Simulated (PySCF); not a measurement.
F2Mn (SMILES [F][Mn][F]), sextet, at a GFN2-xTB geometry (such geometries of metal compounds can be far from the true shape). Base run: HF/6-31G* (PySCF).

Here is a job for PySCF.
```python
from pyscf import gto, scf

mol = gto.Mole()
mol.atom = '''
    Mn    0.009789    0.000267   -0.001718
    F    -0.241809    1.281989   -1.098969
    F     0.214616   -1.282730    1.103741
'''
mol.basis = '6-31g*'
mol.charge = 0
mol.spin = 5
mol.verbose = 5
mol.build()

mf = scf.UHF(mol)
mf.kernel()
```

The base run was repeated with changes; each row names its change, and settings that it needs were set with it.

```
change                                                                                        basis functions       E (Eh)  HOMO (eV)  dipole (D)
--------------------------------------------------------------------------------------------  ---------------  -----------  ---------  ----------
base                                                                                                       62  -1348.67971     -12.19        0.14
basis = x2c-TZVPall; relativity = spin-free X2C; nucleus = Gaussian (with mol.nucmod = 'G')               110  -1356.60568     -12.85        0.14
basis = ANO-RCC-VDZP; relativity = spin-free X2C                                                           62  -1356.60335     -13.40        0.15
basis = ANO-RCC-VDZP; relativity = spin-free X2C; nucleus = Gaussian (with mol.nucmod = 'G')               62  -1356.59976     -13.40        0.15
basis = cc-pVDZ-DK; relativity = spin-free X2C; nucleus = Gaussian (with mol.nucmod = 'G')                 71  -1356.54076     -12.94        0.14
basis = x2c-TZVPall; relativity = none                                                                    110  -1346.52730     -12.95        0.14
basis = x2c-TZVPall; relativity = spin-free X2C                                                           110  -1356.60887     -12.85        0.14
basis = ANO-RCC-VDZP; relativity = none                                                                    62  -1345.49504     -13.47        0.15
basis = cc-pVDZ-DK; relativity = spin-free X2C                                                             71  -1356.54436     -12.94        0.14
basis = cc-pVDZ-DK; relativity = none                                                                      71  -1345.44322     -12.96        0.14
```

Total energies compare only within one method and basis.

Open shells are given as the SCF converged; they aren't shown to be the lowest states, and a large step between rows can be another state.

Basis sets contracted for a relativistic Hamiltonian are a mismatch without it, so the rows without relativity aren't non-relativistic limits. No row has spin-orbit coupling; sets with core potentials leave out the core electrons.
